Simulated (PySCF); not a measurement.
## From computed data to an observable: refractive index and permittivity of the vapour

H3Si2, SMILES [Si][SiH3] (connectivity only; charge and spin as stated), neutral, multiplicity 2.

Geometry optimised at B3LYP-D3(BJ)/def2-TZVP. The isomer is the one that the SMILES or the coordinates give; other isomers of the formula were not compared.

PySCF with r2SCAN/def2-TZVPD gives a mean static polarisability of 70.6 bohr³ and a dipole moment of 0.21 D. Take an ideal gas at 298.15 K and 0.01 bar, whether or not the substance is that volatile.

Task: Work out n − 1 in the optical limit and the static ε − 1.

Result: 
Polarisability volume α' = 70.6 × 0.148185 = 10.46 Å³. Number density N = p/kT = 2.43e-7 Å⁻³.
Dilute limit of Lorentz–Lorenz: n − 1 = 2π N α' = 1.6e-5.
Orientation term of Debye: μ²/(3kT) = 8.098 Å³ × μ²(D²) = 0.36 Å³.
ε − 1 = 4π N (α' + μ²/3kT) = 3.3e-5. Orientation of the dipole supplies 3 % of the static response; it can't follow optical fields. Vibrational polarisation and dispersion are left out.
